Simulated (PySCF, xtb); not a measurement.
C2H4N, SMILES [CH]=NC, multiplicity 2.

Harmonic wavenumbers (cm⁻¹) from GFN2-xTB run with xtb at its own minimum, in rising order: 121, 346, 632, 848, 969, 1052, 1079, 1365, 1449, 1459, 1942, 2905, 2919, 2999, 3008.

Q: What does B3LYP-D3(BJ)/def2-TZVP run with PySCF give at its own minimum? (Estimate from the structure and the level; the computed values follow.)

A: 170, 340, 704, 901, 982, 1114, 1121, 1428, 1481, 1491, 1919, 2920, 3006, 3093, 3112. Paired by order, the mean absolute difference is 50 cm⁻¹ and the zero-point energies are 33.0 and 34.0 kcal/mol.
